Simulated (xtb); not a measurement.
silane (H4Si), singlet, geometry from GFN2-xTB, atoms displaced at random by about 0.02 Å a coordinate; xtb with GFN2-xTB.

xtb was given this input:
```
$ xtb mol.xyz --gfn 2 --opt vtight --json

# file mol.xyz
5

Si     0.02295995     0.02997714     0.00910716
H      0.88241427     0.80600841     0.85588582
H     -0.84757610    -0.79916936     0.85104519
H     -0.87322967     0.83531609    -0.87232502
H      0.80459318    -0.87908505    -0.84749084
```

Q: Write the output that xtb gives for this input, abridged.

A: 
```
   ID    Z sym.   atoms
    1   14 Si     1
    2    1 H      2-5

           -------------------------------------------------
          |                Calculation Setup                |
           -------------------------------------------------

           -------------------------------------------------
          |                 G F N 2 - x T B                 |
           -------------------------------------------------

          ...................................................
          :                      SETUP                      :
          :.................................................:
          :  # basis functions                  14          :
          :  # atomic orbitals                  13          :
          :  # shells                            7          :
          :  # electrons                         8          :
          :  max. iterations                   250          :
          :  Hamiltonian                  GFN2-xTB          :
          :  restarted?                      false          :
          :  GBSA solvation                  false          :
          :  PC potential                    false          :
          :  electronic temp.          300.0000000     K    :
          :  accuracy                    1.0000000          :
          :  -> integral cutoff          0.2500000E+02      :
          :  -> integral neglect         0.1000000E-07      :
          :  -> SCF convergence          0.1000000E-05 Eh   :
          :  -> wf. convergence          0.1000000E-03 e    :
          :  Broyden damping             0.4000000          :
          :  net charge                          0          :
          :  unpaired electrons                  0          :
          ...................................................

 iter      E             dE          RMSdq      gap      omega  full diag
   1     -3.7233478 -0.372335E+01  0.563E+00    7.80       0.0  T
   2     -3.7988844 -0.755366E-01  0.171E+00    6.48       1.0  T
   3     -3.7992156 -0.331230E-03  0.737E-01    6.42       1.0  T
   4     -3.7992486 -0.329511E-04  0.973E-02    6.45       1.0  T
   5     -3.7992491 -0.521404E-06  0.259E-02    6.45       1.7  T
   6     -3.7992504 -0.131353E-05  0.107E-02    6.44       4.2  T
   7     -3.7992503  0.471721E-07  0.907E-03    6.45       4.9  T
   8     -3.7992504 -0.951858E-07  0.191E-03    6.44      23.4  T
   9     -3.7992504 -0.425485E-08  0.745E-04    6.44      60.1  T
[...]
         :: total energy              -3.762789810514 Eh    ::
 * total energy  :    -3.7627898 Eh     change       -0.6002354E-10 Eh
 * total energy  :    -3.7637062 Eh     change       -0.9163995E-03 Eh
 * total energy  :    -3.7638800 Eh     change       -0.1738329E-03 Eh
 * total energy  :    -3.7638830 Eh     change       -0.2911799E-05 Eh
 * total energy  :    -3.7638899 Eh     change       -0.6982671E-05 Eh
 * total energy  :    -3.7638901 Eh     change       -0.1410331E-06 Eh
 * total energy  :    -3.7638909 Eh     change       -0.8264932E-06 Eh
 * total energy  :    -3.7638909 Eh     change       -0.4697413E-08 Eh
   *** GEOMETRY OPTIMIZATION CONVERGED AFTER 8 ITERATIONS ***
         :: total energy              -3.763890909663 Eh    ::
[...]
        12                          0.6752640              18.3749
        13                          0.6753151              18.3763
      -------------------------------------------------------------
                  HL-Gap            0.2464656 Eh            6.7067 eV
             Fermi-level           -0.3041834 Eh           -8.2773 eV

     #   Z          covCN         q      C6AA      α(0)
     1  14 Si       3.676     0.433    98.976    19.062
     2   1 H        0.919    -0.108     5.864     3.787
     3   1 H        0.919    -0.108     5.864     3.787
     4   1 H        0.919    -0.108     5.865     3.788
     5   1 H        0.919    -0.108     5.864     3.787

 Mol. C6AA /au·bohr⁶  :        381.596885
 Mol. C8AA /au·bohr⁸  :      13765.113524
 Mol. α(0) /au        :         34.211367

Wiberg/Mayer (AO) data.
largest (>0.10) Wiberg bond orders for each atom

 ---------------------------------------------------------------------------
     #   Z sym  total        # sym  WBO       # sym  WBO       # sym  WBO
 ---------------------------------------------------------------------------
     1  14 Si   3.635 --     4 H    0.909     2 H    0.909     5 H    0.909
                             3 H    0.909
     2   1 H    0.988 --     1 Si   0.909
     3   1 H    0.988 --     1 Si   0.909
     4   1 H    0.988 --     1 Si   0.909
     5   1 H    0.988 --     1 Si   0.909
 ---------------------------------------------------------------------------

Topologies differ in total number of bonds
Writing topology from bond orders to xtbtopo.mol

molecular dipole:
                 x           y           z       tot (Debye)
 q only:        0.000      -0.000       0.000
   full:        0.000      -0.000       0.000       0.001
molecular quadrupole (traceless):
                xx          xy          yy          xz          yz          zz
 q only:        0.000       0.000      -0.000       0.000       0.000       0.000
  q+dip:       -0.000       0.000       0.000      -0.000       0.000      -0.000
   full:        0.000       0.000      -0.000      -0.000       0.000       0.000

optimized geometry written to: xtbopt.xyz

           -------------------------------------------------
          | TOTAL ENERGY               -3.763890909663 Eh   |
          | GRADIENT NORM               0.000041004785 Eh/α |
          | HOMO-LUMO GAP               6.706669360097 eV   |
           -------------------------------------------------

normal termination of xtb
```
